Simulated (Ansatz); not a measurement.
A nudged elastic band was laid between two geometries of BCl$_{2}$FH$_{3}$N (8 atoms, charge 0, multiplicity 1).

Method: RHF/def2-SVP in Ansatz 0.2.0.

```yaml
movable_images: 7
climbing_image: yes
spring: 5.0 eV/Å²
optimiser: quadratic models (default)
start_path: through a guess of the saddle point
force_threshold: 0.05 eV/Å
iteration_limit: 60
end_points: relaxed
```

Image 0:

```xyz
8
Properties=species:S:1:pos:R:3
B 0.042 -0.170 0.178
F 0.181 0.643 1.248
Cl 1.484 -0.120 -0.971
Cl -1.594 -0.008 -0.657
N 0.051 -1.681 0.805
H -0.069 -2.372 0.080
H 0.929 -1.853 1.273
H -0.701 -1.779 1.471
```

Image 8:

```xyz
8
Properties=species:S:1:pos:R:3
B 0.101 -0.706 -0.538
F -0.324 0.201 2.570
Cl 1.568 0.174 -0.975
Cl -1.450 -0.265 -1.260
N 0.164 -1.747 0.395
H -0.612 -2.366 0.529
H 1.045 -2.125 0.685
H -0.170 -0.506 2.022
```

**Question.** What changes between the two ends?

**Answer.** Bonds broken: B1–F2, N5–H8. Bonds formed: F2–H8. BCl2FH3N becomes BCl2H2N + FH.

**Question.** What energy profile does the band end with?

**Answer.** The run converged. The highest image is number 6 of 0 to 8, 2.23 eV above the first end and 1.14 eV above the last; the last end lies 1.09 eV above the first. A vibrational analysis at the climbing image gives one clearly imaginary mode, 1466i cm⁻¹: a first-order saddle point. The orbitals stay closed-shell, which can raise the energy where a bond breaks towards radicals; this wasn't checked here.

```
image  path coordinate (Å)  energy (eV)  B1–F2 (Å)  N5–H8 (Å)  F2–H8 (Å)
    0                 0.00         0.00       1.35       1.01       2.59
    1                 0.40         0.01       1.35       1.01       2.48
    2                 0.79         0.04       1.35       1.01       2.39
    3                 1.19         0.07       1.35       1.01       2.33
    4                 1.58         0.21       1.37       1.01       1.99
    5                 1.98         1.08       1.48       1.07       1.50
    6                 2.37         2.23       1.71       1.35       1.09
    7                 3.13         1.24       2.57       1.89       0.91
    8                 3.89         1.09       3.27       2.07       0.91
```

**Question.** What is the geometry of the highest image?

**Answer.** 
```xyz
8
Properties=species:S:1:pos:R:3:forces:R:3
B 0.020 -0.435 -0.022 0.01 0.00 0.02
F -0.210 0.241 1.533 0.00 0.00 0.01
Cl 1.554 0.241 -0.653 0.00 0.00 0.00
Cl -1.492 -0.146 -0.937 -0.01 0.00 0.00
N 0.124 -1.766 0.695 0.00 -0.02 0.00
H -0.611 -2.425 0.510 0.00 0.00 -0.01
H 1.021 -2.217 0.655 0.00 0.00 0.00
H -0.081 -0.833 1.648 0.00 0.02 -0.01
```

**Question.** What are the harmonic wavenumbers there?

**Answer.** 1466i, 238, 238, 308, 323, 435, 479, 598, 814, 839, 970, 1140, 1170, 1441, 1702, 2075, 3760, 3852 cm⁻¹.

The band took 22 iterations and roughly 5 core-minutes.

Time of the run: 4.8 min on 1 thread of Arm Neoverse V2, on a shared host, peak memory 0.18 GiB.
